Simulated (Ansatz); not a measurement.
The first iterations of a band of AlH7N2O (11 atoms, charge 0, multiplicity 1).

Computed with RKS B3LYP-D4/6-31G* (Ansatz 0.2.0).

```json
{
 "movable images": "9",
 "climbing image": "yes",
 "spring": "5.0 eV/Å²",
 "optimiser": "quadratic models (default)",
 "start path": "through a guess of the saddle point",
 "force threshold": "0.03 eV/Å",
 "iteration limit": "60",
 "end points": "relaxed"
}
```

Initial state:

```xyz
11
Properties=species:S:1:pos:R:3
Al 0.158 -0.239 0.171
N 0.197 -0.138 2.035
H -0.619 0.255 2.497
H 1.015 0.250 2.497
N 1.604 0.342 -0.715
H 2.523 0.472 -0.312
H 1.672 0.351 -1.726
H -1.270 -0.153 -0.532
O 0.227 -2.250 0.566
H -0.613 -2.696 0.364
H 0.185 -1.938 1.524
```

Final state:

```xyz
11
Properties=species:S:1:pos:R:3
Al 0.065 -0.606 0.053
N 0.154 -0.221 2.070
H -0.677 0.247 2.430
H 0.969 0.357 2.276
N 1.575 0.165 -0.594
H 2.463 -0.317 -0.680
H 1.516 0.874 -1.316
H -1.283 0.142 -0.389
O 0.058 -2.331 0.368
H -0.013 -2.930 -0.385
H 0.252 -1.122 2.539
```

| iteration | highest image above the first end (eV) | largest band force component (eV/Å) |
| --- | --- | --- |
| 1 | 3.225 | 18.271 |
| 2 | 0.383 | 1.896 |
| 3 | 0.118 | 1.280 |
| 4 | 0.071 | 1.128 |
| 5 | 0.060 | 2.853 |

Does the band converge within its limit, and where does its top end?

The run converged. It ended after 15 iterations with the highest image 0.059 eV above the first end. A vibrational analysis at the climbing image gives one clearly imaginary mode, 764i cm⁻¹: a first-order saddle point. The orbitals stay closed-shell, which can raise the energy where a bond breaks towards radicals; this wasn't checked here.

Run time: 4.2 min on 1 thread of AMD EPYC 9R45 96-Core Processor (Zen 5) (shared host), peak memory 0.17 GiB.
